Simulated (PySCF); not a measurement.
## `CN(C)C(Cl)=C=CCl`, C₅H₇Cl₂N

Geometry:
```json
{"atom": "C1", "x (Å)": "-0.588", "y (Å)": "-1.181", "z (Å)": "-0.283"}
{"atom": "N2", "x (Å)": "-0.442", "y (Å)": "0.254", "z (Å)": "-0.247"}
{"atom": "C3", "x (Å)": "-1.449", "y (Å)": "0.964", "z (Å)": "0.509"}
{"atom": "C4", "x (Å)": "0.850", "y (Å)": "0.721", "z (Å)": "-0.296"}
{"atom": "Cl5", "x (Å)": "1.026", "y (Å)": "2.454", "z (Å)": "-0.469"}
{"atom": "C6", "x (Å)": "1.947", "y (Å)": "-0.017", "z (Å)": "-0.310"}
{"atom": "C7", "x (Å)": "3.033", "y (Å)": "-0.736", "z (Å)": "-0.344"}
{"atom": "Cl8", "x (Å)": "4.009", "y (Å)": "-1.076", "z (Å)": "1.067"}
{"atom": "H9", "x (Å)": "0.016", "y (Å)": "-1.596", "z (Å)": "-1.103"}
{"atom": "H10", "x (Å)": "-0.265", "y (Å)": "-1.668", "z (Å)": "0.658"}
{"atom": "H11", "x (Å)": "-1.644", "y (Å)": "-1.429", "z (Å)": "-0.460"}
{"atom": "H12", "x (Å)": "-1.418", "y (Å)": "0.717", "z (Å)": "1.588"}
{"atom": "H13", "x (Å)": "-1.311", "y (Å)": "2.045", "z (Å)": "0.396"}
{"atom": "H14", "x (Å)": "-2.444", "y (Å)": "0.700", "z (Å)": "0.121"}
{"atom": "H15", "x (Å)": "3.449", "y (Å)": "-1.198", "z (Å)": "-1.246"}
```

Computed with TDDFT CAM-B3LYP/aug-cc-pVDZ circular dichroism and optical rotation, one conformer, gas phase in PySCF 2.14.0. Geometry: PBE0-D3(BJ)/def2-SVP.

No stereocentre is labelled: unless the shape is locked (an allene, a helicene, a hindered biaryl), the mirror image is equally populated and a measured rotation or CD is zero.

Task: Which excitations and rotatory strengths does the calculation give?

Result: Rotatory strengths R in 10⁻⁴⁰ esu² cm², velocity form and length form (origin at the centre of mass); f in length form.
| state | E (eV) | λ (nm) | f | R (velocity) | R (length) | main |
| --- | --- | --- | --- | --- | --- | --- |
| 1 | 4.14 | 300 | 0.002 | -8.1 | -8.0 | HOMO→LUMO+1 0.81 |
| 2 | 5.26 | 236 | 0.145 | +30.1 | +30.8 | HOMO→LUMO 0.48, HOMO→LUMO+3 0.20 |
| 3 | 5.51 | 225 | 0.013 | -29.8 | -30.3 | HOMO−1→LUMO+2 0.35, HOMO−1→LUMO+3 0.26 |
| 4 | 5.59 | 222 | 0.098 | +3.4 | +3.6 | HOMO→LUMO+2 0.35, HOMO→LUMO 0.18 |
| 5 | 6.03 | 206 | 0.067 | +21.3 | +21.8 | HOMO→LUMO+3 0.48, HOMO→LUMO+2 0.30 |
| 6 | 6.21 | 200 | 0.083 | -1.1 | -1.4 | HOMO→LUMO+4 0.51, HOMO−1→LUMO+1 0.15 |
| 7 | 6.30 | 197 | 0.323 | +56.0 | +56.6 | HOMO→LUMO+5 0.32, HOMO−1→LUMO+1 0.27 |
| 8 | 6.42 | 193 | 0.173 | +9.2 | +8.5 | HOMO→LUMO+5 0.49, HOMO→LUMO+4 0.17 |
| 9 | 6.58 | 189 | 0.016 | +0.2 | +0.2 | HOMO−2→LUMO+1 0.62, HOMO−2→LUMO 0.08 |
| 10 | 6.60 | 188 | 0.003 | -13.6 | -13.6 | HOMO−1→LUMO 0.30, HOMO−1→LUMO+2 0.27 |
| 11 | 6.65 | 186 | 0.049 | +15.4 | +15.6 | HOMO→LUMO+6 0.33, HOMO→LUMO+13 0.11 |
| 12 | 6.85 | 181 | 0.018 | -28.9 | -29.0 | HOMO→LUMO+7 0.27, HOMO→LUMO+9 0.18 |

Among the states computed, the strongest CD band (largest |R|) is state 7. The largest dissymmetry factor in size, g = 4R/(D+G), with D and G the electric and magnetic dipole strengths, is -0.054 for state 10 (velocity form, f = 0.003), among bands with |R| over 0.5. The mirror image has the same energies and oscillator strengths and all R with the opposite sign.
